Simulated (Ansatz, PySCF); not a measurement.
System: SbH5 (charge 0, singlet). SMILES: [SbH5]
Geometry: optimised at B3LYP-D3(BJ)/def2-TZVP (Ansatz, a quantum-chemistry and plane-wave program).

Quantity: atomisation energy, in kcal/mol. Set-up: no spin-orbit coupling; atomisation electronic, to ground-state atoms; STO-3G and 3-21G all-electron and non-relativistic; def2 sets with scalar-relativistic core potentials past Kr; open shells spin-unrestricted; LANL2DZ with its own core potentials from Na on; no dispersion term unless named; frozen cores in correlated levels (noble-gas shells and the d and f shells of earlier blocks); 6-31G* and kin with 6d, 5d where marked. First-principles rows: single points at B3LYP-D3(BJ) geometries (Ansatz).

| level | program | atomisation energy (kcal/mol) |
|---|---|---|
| HF/STO-3G | Ansatz | 252.0 |
| HF/3-21G | Ansatz | 136.4 |
| HF/6-31G* with LANL2DZ past Ar | Ansatz | 128.8 |
| SVWN5/6-31G* with LANL2DZ past Ar | Ansatz | 279.8 |
| PBE/STO-3G | Ansatz | 374.5 |
| PBE/LANL2DZ | Ansatz | 246.1 |
| BLYP/6-31G* with LANL2DZ past Ar | Ansatz | 248.5 |
| B3LYP/def2-SVP | Ansatz | 250.4 |
| B3LYP/6-31G* with LANL2DZ past Ar | Ansatz | 246.0 |
| PBE0/6-31G* with LANL2DZ past Ar | Ansatz | 231.3 |
| M06-2X/6-31G* with LANL2DZ past Ar (5d) | PySCF | 239.9 |
| MP2/STO-3G | Ansatz | 286.2 |
| MP2/LANL2DZ | Ansatz | 176.0 |
| MP2/6-31G* with LANL2DZ past Ar | Ansatz | 172.2 |
| B3LYP-D3(BJ)/def2-TZVPD | Ansatz + dftd3 | 259.1 |

No value to compare with is used here. The 14 habitual levels span 128.8 (HF/6-31G* with LANL2DZ past Ar) to 374.5 kcal/mol (PBE/STO-3G); B3LYP-D3(BJ)/def2-TZVPD gives 259.1.

The levels are drawn from those run, B3LYP/6-31G* more often than the rest, none by its result; left out are runs that failed, that the program found above a lower state of the same kind, or whose <S^2> lies over 0.5 above the pure value.
